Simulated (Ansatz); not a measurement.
A run for Ansatz (a quantum-chemistry and plane-wave program): R-wB97M-V/def2-TZVPP on BeClH (SMILES [BeH][Cl]), atoms moved off the minimum.

Ansatz 0.2 input:
```yaml
crystal:
  periodic: [false, false, false]
  atoms:
    - {symbol: Be, position_ang: [-0.01019306, 0.00090989, -1.35734660]}
    - {symbol: H, position_ang: [-0.00623163, 0.03316738, -2.61483033]}
    - {symbol: Cl, position_ang: [-0.03609560, 0.00122466, 0.45207167]}
basis:
  gaussian:
    orbitals: def2-TZVPP
hamiltonian:
  xc: {name: wB97M-V}
scf: {lower_state_search: off}
output: {forces: true}
```

Output:

```
WARN ansatz: RAYON_NUM_THREADS=1 ignored (pool sized by the plan → 1); use --threads N
Functional definition: wB97M-V
these checks for a lower state are left out or cut short: stability, starts, cluster_reference, orbital_swaps, neighbouring_geometries, increment
integrals: 0.02 GiB planned
510 factors; their error is unknown
integrals: 0.05 GiB planned
125 factors; integrals over basis functions are off by at most 5.1e-5 eV
mean field: 0.21 GiB planned
mean field evaluation 1: about -12940.5947 eV, gradient 1.3e1 eV
mean field evaluation 2: about -12941.0331 eV, gradient 9.3e0 eV
mean field evaluation 4: about -12941.2011 eV, gradient 2.8e-1 eV
mean field evaluation 8: about -12941.2186 eV, gradient 2.8e-2 eV
mean field evaluation 16: about -12941.2186 eV, gradient 7.6e-6 eV
mean field -12941.21862114 eV, -475.5810124540 hartree, gradient 7.6e-6 eV, S^2 0.000000; 0 other end points of the search recorded, 0 dependent functions left out
the calculation of the forces begins
reference -12941.21867355 eV, -475.5810143798 hartree; 11, 11 occupied and 64, 64 virtual orbitals, 510 factors
Total energy: -12941.21867355 eV, -475.5810143798 hartree
Atom 0 at    -0.010193     0.000910    -1.357347 Å, force    -0.024370     0.017637     1.175882 eV/Å
Atom 1 at    -0.006232     0.033167    -2.614830 Å, force     0.015393     0.001424    -1.124135 eV/Å
Atom 2 at    -0.036096     0.001225     0.452072 Å, force     0.008977    -0.019061    -0.051747 eV/Å
Dipole moment:     0.006573    -0.011913    -0.099916 e Å
Checks for a lower state left out: stability, starts, cluster_reference, orbital_swaps, neighbouring_geometries, increment
```

The run converged.

Cost: about 2.2 core-seconds (a rough figure).
